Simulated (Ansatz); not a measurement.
Geometry optimisation, RKS PBE/def2-SVP in Ansatz 0.2.0.

input.yaml

```yaml
crystal:
  periodic: [false, false, false]
  atoms:
    - { symbol: Sn, position_ang: [0.0, 0.0, 0.0] }
    - { symbol: C, position_ang: [0.0, 0.0, 2.5] }
    - { symbol: H, position_ang: [-0.9996, -0.3092, 2.8705] }
    - { symbol: H, position_ang: [0.7676, -0.7111, 2.8705] }
    - { symbol: H, position_ang: [0.232, 1.0203, 2.8705] }
    - { symbol: H, position_ang: [1.6408, 0.0, -0.5794] }
    - { symbol: H, position_ang: [-0.8195, 1.4198, -0.5794] }
    - { symbol: H, position_ang: [-0.8195, -1.4198, -0.5794] }
    - { symbol: Br, position_ang: [1.5157, 2.2857, 0.9113] }
    - { symbol: H, position_ang: [0.764, 1.1521, 2.219] }
basis:
  gaussian: { orbitals: def2-SVP }
hamiltonian:
  xc: pbe
relax:
  f_tol: 0.15
  max_steps: 25
  restrain:
    - { distance: [0, 8], at: 3.79, k: 30.0 }
    - { distance: [9, 1], at: 2.31, k: 30.0 }
    - { distance: [0, 1], at: 2.15, k: 30.0 }
    - { distance: [9, 8], at: 1.55, k: 30.0 }
```

Command:

```bash
$ ansatz run input.yaml --threads 2 --pin off --max-ram 3072MiB --backend cpu --events-out ev --progress --plain --runs-dir out
```

Problem. Where does it end, and by what steps?

Solution. It converged. The restraints hold the end off the free minimum. After 7 steps the energy has fallen by 2.550 eV (the restraints' own energy left out); Br9 moved furthest, 0.81 Å. Parted: Sn1–Br9, H5–H10.

| step | energy less start (eV) | largest force component (eV/Å) | accepted |
| --- | --- | --- | --- |
| 0 | 0.0000 | 3.942 | yes |
| 1 | -0.8440 | 2.463 | yes |
| 2 | -1.1286 | 3.410 | yes |
| 3 | -1.6574 | 2.692 | yes |
| 4 | -2.3644 | 1.238 | yes |
| 5 | -2.4978 | 1.074 | yes |
| 6 | -2.5123 | 1.131 | yes |
| 7 | -2.5499 | 1.060 | yes |

```xyz
10
Properties=species:S:1:pos:R:3
Sn -0.111 -0.114 0.147
C -0.116 -0.113 2.309
H -1.026 -0.660 2.626
H 0.768 -0.640 2.716
H -0.180 0.898 2.760
H 1.508 -0.154 -0.450
H -0.953 1.271 -0.443
H -0.929 -1.542 -0.387
Br 2.002 2.827 1.278
H 1.316 1.666 1.947
```

The run took 85 s on 2 threads of Intel(R) Xeon(R) Processor @ 2.50GHz (Skylake/Cascade Lake), on a shared host, peak memory 0.16 GiB.
